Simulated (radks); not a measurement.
Problem. Spin polarisation of the 5d1 shell in the lanthanum ion La2+. Start: [Xe] 5d(up 0.5, down 0.5); electrons of 5d are moved from spin down to spin up, other shells keep equal spins. Calculated with a radial shooting solver on a logarithmic mesh with Libxc functionals: scalar-relativistic Kohn-Sham, PBE, spin-polarised, spherical densities, finite nucleus; Fermi nuclear charge, rms radius of each element as measured or else 0.836 A^(1/3) + 0.57 fm. Estimate the energy gained and the exchange splitting at a moment of 1 Bohr magnetons.

Solution. At moment 1 the spin-polarisation energy is -0.174 eV and the 5d exchange splitting 0.717 eV, that is 0.717 eV per Bohr magneton; E = -I m^2/4 would give I = 0.696 eV.
